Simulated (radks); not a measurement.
Values are calculated unless marked as measured or tabulated.
Valence configurations of Os+ (all share [Xe]). Level of theory: scalar-relativistic Kohn-Sham, PBE, spin-polarised, spherical densities, finite nucleus; open shells are filled with parallel spins first (spin-orbit coupling, left out, can overturn this in heavy ions); Fermi nuclear charge, rms radius 5.4126 fm (a radial shooting solver on a logarithmic mesh with Libxc functionals). Energies are relative to 4f14 5d6 6s1; eigenvalues in eV for spin up.

| valence | E (eV) | moment (Bohr magnetons) | e(4f) | e(5d) | e(6p) | e(6s) |
|---|---|---|---|---|---|---|
| 4f14 5d6 6s1 | 0.000 | 5 | -59.889 | -15.226 | - | -13.985 |
| 4f14 5d7 | 1.650 | 3 | -57.143 | -13.016 | - | - |
| 4f14 5d5.5 6s1 6p0.5 | 2.429 | 6 | -62.141 | -17.058 | -8.393 | -15.095 |
| 4f14 5d5 6s1 6p1 | 5.125 | 7 | -64.435 | -18.895 | -9.119 | -16.163 |
| 4f13.5 5d6.5 6s1 | 24.655 | 5 | -65.259 | -15.785 | - | -14.052 |
| 4f13.5 5d7.5 | 25.545 | 3 | -62.385 | -13.463 | - | - |
| 4f13.5 5d5.5 6s2 | 26.138 | 5 | -68.502 | -18.116 | - | -14.963 |
| 4f13.5 5d6 6s1 6p0.5 | 27.519 | 6 | -67.578 | -17.678 | -8.435 | -15.196 |
| 4f13 5d7 6s1 | 51.339 | 5 | -70.727 | -16.329 | - | -14.101 |
| 4f13 5d6 6s2 | 53.420 | 5 | -74.079 | -18.749 | - | -15.027 |

NIST lists [Xe] 4f14 5d6 6s1 as the ground configuration; this level of theory agrees among the configurations tried. The energies are those of spherical high-spin densities, not of single terms.
